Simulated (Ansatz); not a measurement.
Mulliken charges of `O[Si](F)([SiH3])Cl` from r2SCAN/def2-TZVPP in Ansatz (PBE0-D4/def2-TZVP geometry).

```tsv
atom	x (Å)	y (Å)	z (Å)	charge (e)
O1	-0.503	1.852	-0.195	-0.396
Si2	0.341	0.518	-0.578	0.748
F3	1.902	0.836	-0.556	-0.300
Si4	-0.179	-1.181	0.928	0.134
Cl5	-0.066	-0.040	-2.512	-0.246
H6	-0.543	2.583	-0.815	0.208
H7	-1.623	-1.501	0.806	-0.049
H8	0.633	-2.378	0.592	-0.048
H9	0.127	-0.736	2.312	-0.052
```

Task: By hand: the dipole of these point charges (1 e Å = 4.8032 D).

Result: Σ q r = (-0.194, 0.018, 0.196) e Å, of length 0.276 e Å = 1.33 D.

Task: How does the dipole of the full density compare? (An estimate is asked.)

Result: The calculation gave: (-0.171, 0.116, 0.062) e Å, 1.04 D; the point charges give 1.28 times that, at 37° from its direction.

Point charges leave out the atoms' own dipoles, such as those of lone pairs, and Mulliken's split depends on the basis, so the two needn't agree.
